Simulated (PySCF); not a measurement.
MoO, neutral, multiplicity 5. Atoms are numbered in the order given.

```xyz
2

Mo     0.0000     0.0000    -0.2697
O      0.0000     0.0000     1.4161
```
Charge 0, spin multiplicity 5.

Geometry: PBE0-D3(BJ)/def2-TZVPD. The multiplicity is an assumed one; other spin states were not compared. The def2 effective core potentials stand for the cores of Mo; spin–orbit coupling is left out.

These are PySCF with PBE/def2-TZVPD values and carry that method's errors.

Mulliken values depend strongly on the basis, most of all with diffuse functions as here. ESP charges are fitted to the potential on shells at 1.4 to 2.0 van der Waals radii. Atomic charges (e):

```
atom  Mulliken  ESP fit  Mulliken spin
----  --------  -------  -------------
Mo1       0.62        ?           4.03
O2       -0.62        ?          -0.03
```

Q: Complete the blanks. (The exact figures need the calculation; the answer reports its results.)

A: 
- Mo1, ESP fit: 0.35
- O2, ESP fit: -0.35
